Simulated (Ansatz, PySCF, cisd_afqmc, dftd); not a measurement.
Species: C$_{3}$H$_{4}$O, charge 0, singlet. C3H4O (SMILES O=C1CC1).
B3LYP-D3(BJ)/def2-TZVP minimum from Ansatz (a first-principles code):
```
C
H 1 1.0839
H 1 1.0839 2 114.69
C 1 1.4653 2 118.84 3 149.21
O 4 1.1941 1 147.60 2 -73.96
C 4 1.4653 5 147.60 1 -180.00
H 6 1.0839 4 118.84 5 73.96
H 6 1.0839 7 114.69 4 149.21
```
Charge 0, spin multiplicity 1.

Property: enthalpy of formation at 298 K (by atomisation, with ideal-gas terms from PySCF's Hessian at B3LYP-D3(BJ)/def2-TZVP and the atoms' measured values of the G2/97 table; no spin-orbit terms), in kJ/mol. Radicals and triplets start from unrestricted determinants; spin-orbit coupling is neglected. Correlated methods leave the cores frozen. Rows without X2C or -DK are non-relativistic. The Monte Carlo rows (phaseless AFQMC, CISD trial, step 0.005/hartree) carry one-sigma bars that omit the constraint's bias. Outlying blocks are dropped, and bars are widened where a walk drifts. Over all cases where full CI ran beside it in this data, AFQMC minus full CI had a median of +0.1 mEh and passed +0.4 mEh in a tenth of the cases. CBS(X,Y): correlation extrapolated as X^-3, Hartree-Fock from the larger set. A bracket is a step between two methods taken in the basis named. Functionals run without relativity, which enters their misses. Double hybrids freeze cores in their MP2 part. '+ core + X2C': CCSD(T) terms for core correlation (cc-pwCVTZ) and scalar relativity (cc-pVTZ-DK). For partners of very few electrons the exact lower level stands in for a higher one.

```csv
level,program,enthalpy of formation at 298 K (kJ/mol),difference against the last row
HF/cc-pVTZ,Ansatz,1005.1,990.6
HF/cc-pVQZ,Ansatz,999.4,984.9
PBE-D4/def2-TZVPD,Ansatz + dftd4,-117.3,-131.8
CAM-B3LYP-D3(BJ)/def2-TZVPD,Ansatz + dftd3,5.8,-8.7
B2PLYP-D3(BJ)/def2-TZVPD,Ansatz + dftd3,43.8,29.3
B2PLYP/def2-TZVPD,Ansatz,52.7,38.2
MP2/cc-pVTZ,Ansatz,28.4,13.9
"MP2/CBS(cc-pVTZ,cc-pVQZ)",Ansatz,-60.9,-75.4
CCSD/cc-pVDZ,Ansatz,331.2,316.7
"CCSD/CBS(cc-pVTZ,cc-pVQZ)",Ansatz,100.5,86.0
"CCSD(T)/CBS(cc-pVTZ,cc-pVQZ)",Ansatz,30.7,16.2
CCSDT(Q)/cc-pVDZ,Ansatz,281.7,267.2
AFQMC/CISD/cc-pVTZ,cisd_afqmc,114.3 ± 1.2,99.8
"CCSD(T)/CBS(cc-pVTZ,cc-pVQZ) + [AFQMC/CISD - CCSD(T)]/cc-pVTZ + core + X2C",Ansatz + cisd_afqmc,16.4 ± 1.2,1.9
"CCSD(T)/CBS(cc-pVTZ,cc-pVQZ) + [CCSDT(Q) - CCSD(T)]/cc-pVDZ + core + X2C",Ansatz,14.5,0.0
```
